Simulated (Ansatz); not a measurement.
B2H7PSi2 at its PBE0-D4/def2-TZVP geometry, where that method's forces vanish. Charge 0, multiplicity 1. The bonds changed during the relaxation, so this is another structure than the one it started from.

```xyz
12

B    -0.5819   -0.2972    0.6022
P    -0.3258   -2.1609   -0.1595
Si    1.4704   -1.0447    0.4223
B     0.9977    0.7841    0.3406
Si   -0.3927    1.2593   -0.8993
H    -1.4683    0.1236   -0.2728
H    -1.1544   -0.1769    1.6408
H    -0.2901   -1.6801   -1.4989
H     2.0860   -1.5794    1.6743
H     1.4358    1.5821    1.1116
H    -0.5706    0.7097   -2.2650
H    -1.2061    2.4803   -0.6964
```

What forces (eV/Å) does r2SCAN-D4/def2-TZVPP give on these atoms in Ansatz? (Estimate.)

Ansatz gave: 
```
B1   0.004  0.041  0.010
P2  -0.057 -0.137 -0.035
Si3  0.075 -0.027  0.019
B4   0.009  0.072  0.053
Si5 -0.061  0.058 -0.016
H6   0.010  0.007 -0.014
H7   0.028  0.004 -0.020
H8  -0.009 -0.009  0.004
H9  -0.007  0.004  0.009
H10 -0.012 -0.010 -0.025
H11  0.005  0.004  0.020
H12  0.015 -0.008 -0.005
```
